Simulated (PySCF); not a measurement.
CH7BOSi, SMILES B(C)O[SiH3], B3LYP/def2-SVP optimised geometry.

```
11

B     -0.51    -1.72     2.44
H      0.71    -1.75     2.51
C     -1.39    -2.36     3.57
H     -1.13    -1.92     4.55
H     -1.15    -3.43     3.67
H     -2.47    -2.25     3.41
O     -1.08    -1.11     1.37
Si    -0.49    -0.34     0.00
H      1.00    -0.34     0.00
H     -1.00     1.06     0.00
H     -1.00    -1.06    -1.19
```

Density from PySCF with B3LYP/def2-TZVP at that geometry.

Minimum of the electron density along straight lines between bonded atoms, close to the bond critical point (lines longer than 1.1 times the sum of covalent radii, or with two minima, are not listed):

```json
[
 {"bond": "B1–H2", "length / Å": "1.219", "ρ at the minimum / e bohr⁻³": "0.180", "∇²ρ there / e bohr⁻⁵": "-0.41", "position (fraction from the first atom)": "0.43"},
 {"bond": "B1–C3", "length / Å": "1.569", "ρ at the minimum / e bohr⁻³": "0.193", "∇²ρ there / e bohr⁻⁵": "-0.37", "position (fraction from the first atom)": "0.33"},
 {"bond": "C3–H4", "length / Å": "1.105", "ρ at the minimum / e bohr⁻³": "0.263", "∇²ρ there / e bohr⁻⁵": "-0.85", "position (fraction from the first atom)": "0.64"},
 {"bond": "C3–H5", "length / Å": "1.106", "ρ at the minimum / e bohr⁻³": "0.263", "∇²ρ there / e bohr⁻⁵": "-0.85", "position (fraction from the first atom)": "0.64"},
 {"bond": "C3–H6", "length / Å": "1.101", "ρ at the minimum / e bohr⁻³": "0.270", "∇²ρ there / e bohr⁻⁵": "-0.89", "position (fraction from the first atom)": "0.64"},
 {"bond": "B1–O7", "length / Å": "1.358", "ρ at the minimum / e bohr⁻³": "0.203", "∇²ρ there / e bohr⁻⁵": "0.97", "position (fraction from the first atom)": "0.33"},
 {"bond": "O7–Si8", "length / Å": "1.681", "ρ at the minimum / e bohr⁻³": "0.126", "∇²ρ there / e bohr⁻⁵": "0.70", "position (fraction from the first atom)": "0.59"},
 {"bond": "Si8–H9", "length / Å": "1.491", "ρ at the minimum / e bohr⁻³": "0.123", "∇²ρ there / e bohr⁻⁵": "0.14", "position (fraction from the first atom)": "0.49"},
 {"bond": "Si8–H10", "length / Å": "1.487", "ρ at the minimum / e bohr⁻³": "0.124", "∇²ρ there / e bohr⁻⁵": "0.13", "position (fraction from the first atom)": "0.49"},
 {"bond": "Si8–H11", "length / Å": "1.487", "ρ at the minimum / e bohr⁻³": "0.124", "∇²ρ there / e bohr⁻⁵": "0.13", "position (fraction from the first atom)": "0.49"}
]
```
